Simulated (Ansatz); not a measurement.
PBE exchange is replaced step by step with exact exchange (0 % is PBE, 25 % PBE0; no dispersion term), basis def2-TZVP, Ansatz. System: the cluster Ba₃⁺ (the lowest doublet isomer of a short search). Charge 1, multiplicity 2. Geometry: r2SCAN/def2-TZVP.

Geometry of the doublet:

```csv
atom,x (Å),y (Å),z (Å)
Ba1,-2.329,-0.977,0.279
Ba2,1.856,-1.079,-1.359
Ba3,0.473,2.056,1.080
```

In the def2 sets Ba takes a core potential; there is no spin–orbit coupling. At PBE/def2-TZVP, PBE with 5 % exact exchange/def2-TZVP, PBE with 10 % exact exchange/def2-TZVP, PBE with 15 % exact exchange/def2-TZVP and others the charge 1 doublet is spin-contaminated (final ⟨S²⟩ up to 1.68, 0.75 for a pure state). The geometry of the doublet was relaxed on an unsound state (⟨S²⟩ 1.94, where a pure state has 0.75). The structure comes from a short search, and lower isomers may exist.

HOMO and LUMO are taken over both spins.

```
exact exchange (%)  HOMO (eV)  LUMO (eV)  gap (eV)   ⟨S²⟩
                 0      -5.69      -5.28      0.41  1.524
                 5      -5.77      -5.16      0.61  1.532
                10      -5.84      -5.04      0.80  1.543
                15      -5.92      -4.92      1.00  1.555
                25      -6.08      -4.68      1.40  1.585
                35      -6.23      -4.44      1.79  1.620
                50      -6.48      -4.10      2.38  1.682
```
